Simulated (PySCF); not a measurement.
Zero-point energy (kcal/mol) of eight silicon and germanium compounds: PBE-D3(BJ) beside TPSSh-D3(BJ), computed with PySCF for isolated molecules in the bases named; differences from unrounded values. The eight are the first of their class met in an unordered collection, after screening for sound electronic states; none was chosen by its value. Each level has its own optimised geometry.

```
molecule                                                     basis  TPSSh-D3(BJ)
--------------------------------------------------------  --------  ------------
C4H7FSi, SMILES F[C@@H]1CC=C1[SiH3]                       def2-SVP         59.24
CH8FNSi2, SMILES N[Si@@H](F)[SiH2]C                       def2-SVP         57.83
CH₅F₃Si₂, SMILES F[SiH2]C(F)(F)[SiH3]                     def2-SVP         35.49
Se(Me)(OSiH3) (CH₆OSeSi), SMILES C[Se]O[SiH3]             def2-SVP         41.83
Si(Cl)2(vinyl)(OH) (C₂H₄Cl₂OSi), SMILES C=C[Si](O)(Cl)Cl  def2-SVP         37.95
C₂H₈OSi₂, SMILES C[Si@H]1CO[SiH2]1                        def2-SVP         59.23
C₃H₆FNSi, SMILES C1[C@@H](F)[SiH2]C=N1                    def2-SVP         53.79
C2H5ClFNSi, SMILES N[Si@H](Cl)/C=C/F                      def2-SVP         45.32
```

**Question.** Estimate the PBE-D3(BJ) values and say how PBE-D3(BJ) differs from TPSSh-D3(BJ) over the set. (An estimate is asked for; the answer gives what the named calculation found.)

**Answer.** 
```tsv
molecule	PBE-D3(BJ)	difference
C4H7FSi, SMILES F[C@@H]1CC=C1[SiH3]	57.30	-1.94
CH8FNSi2, SMILES N[Si@@H](F)[SiH2]C	56.11	-1.71
CH₅F₃Si₂, SMILES F[SiH2]C(F)(F)[SiH3]	34.06	-1.42
Se(Me)(OSiH3) (CH₆OSeSi), SMILES C[Se]O[SiH3]	40.34	-1.49
Si(Cl)2(vinyl)(OH) (C₂H₄Cl₂OSi), SMILES C=C[Si](O)(Cl)Cl	36.96	-0.99
C₂H₈OSi₂, SMILES C[Si@H]1CO[SiH2]1	57.28	-1.95
C₃H₆FNSi, SMILES C1[C@@H](F)[SiH2]C=N1	52.05	-1.74
C2H5ClFNSi, SMILES N[Si@H](Cl)/C=C/F	44.10	-1.22
```
PBE-D3(BJ) lies below TPSSh-D3(BJ) in 8 and above it in 0 of the eight; the mean signed difference is -1.56 and the largest -1.95 kcal/mol.
